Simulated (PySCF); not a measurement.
**BF₃: breathing scan**

Computed with wB97X/[B def2-TZVP, F def2-TZVP], no relativity, density fitting, PySCF.

Rigid scan from the singlet minimum (B–F 1.316 Å (×3); F–B–F 120.0° (×3)). Coordinate: all bonds to the central atom scaled together. Energies in kJ/mol from the minimum.

```
scale of all bonds to the centre  E (kJ/mol)
                            0.88       277.8
                            0.92       109.9
                            0.96        24.6
                            1.00         0.0
                            1.04        19.7
                            1.08        71.4
                            1.14       189.3
                            1.22       389.1
                            1.35       747.0
```

At long bonds a restricted determinant can lie too high, and another spin state can fall below this curve.

Other isomers or separated fragments may lie lower.

The scan took 8 s on 4 threads of a shared AMD EPYC 7R43 64-Core (Zen 3) host; the process peaked at 1.4 GiB. Launch command: `OMP_NUM_THREADS=4 python axn.py task.json out`.
